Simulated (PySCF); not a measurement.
Geometry (Å), atoms numbered from 1 in this order:
```xyz
11

O     2.4066    0.0256    0.2441
C     1.2250    0.0944    0.0666
C     0.3491    1.2775    0.2269
C    -0.9430    0.9369    0.1926
C    -1.1133   -0.5215    0.0008
O    -2.1164   -1.1648    0.1111
C     0.2874   -1.0507   -0.3524
F     0.5843   -2.2373    0.2525
H     0.7580    2.2633    0.3688
H    -1.7912    1.5912    0.3010
H     0.3590   -1.2120   -1.4380
```

Geometry: GFN2-xTB; GIAO absolute shieldings from PySCF, gas phase, non-relativistic, averaged over equivalent atoms.

At PBE0/def2-SVP (127 basis functions, 14 s wall time on 1 thread of an Arm Neoverse V2, shared host):
```csv
atoms,σ (ppm)
O1/O6,-312.2
C2/C5,-0.5
C3/C4,49.7
C7,107.8
F8,423.1
H9/H10,24.73
H11,26.78
```

Predict the values at PBE0/pcSseg-1 on the same geometry.

Results:


```csv
atoms,σ at PBE0/pcSseg-1,change
O1/O6,-355.3,-43.1
C2/C5,-14.3,-13.8
C3/C4,32.5,-17.2
C7,96.1,-11.7
F8,411.6,-11.5
H9/H10,24.41,-0.32
H11,26.57,-0.21
```

The largest change is at O1/O6 (ketone oxygen). Cost: 151 basis functions, 21 s wall time on 1 thread of an x86-64 server CPU, shared host. The order of the carbon signals is the same at both levels.
